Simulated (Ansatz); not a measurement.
C2H6SZn, SMILES `C[CH2][Zn][SH]`. Total charge 0; spin multiplicity 1.

```xyz
10

C    -0.551   -0.563    1.248
C     0.742   -0.348    0.465
Zn    0.525    0.561   -1.245
S     0.304    1.576   -3.162
H    -1.270   -1.171    0.693
H    -0.363   -1.078    2.197
H    -1.046    0.381    1.490
H     1.454    0.236    1.057
H     1.231   -1.307    0.265
H    -1.025    1.712   -3.008
```

Problem. List the harmonic frequencies (cm⁻¹, unscaled) at PBE0-D4/def2-TZVP in Ansatz. (An estimate is asked.)

Solution. Computed: 27i, 76, 105, 233, 235, 371, 550, 615, 628, 943, 970, 1034, 1210, 1257, 1407, 1449, 1493, 1500, 2702, 3032, 3046, 3085, 3093, 3114.
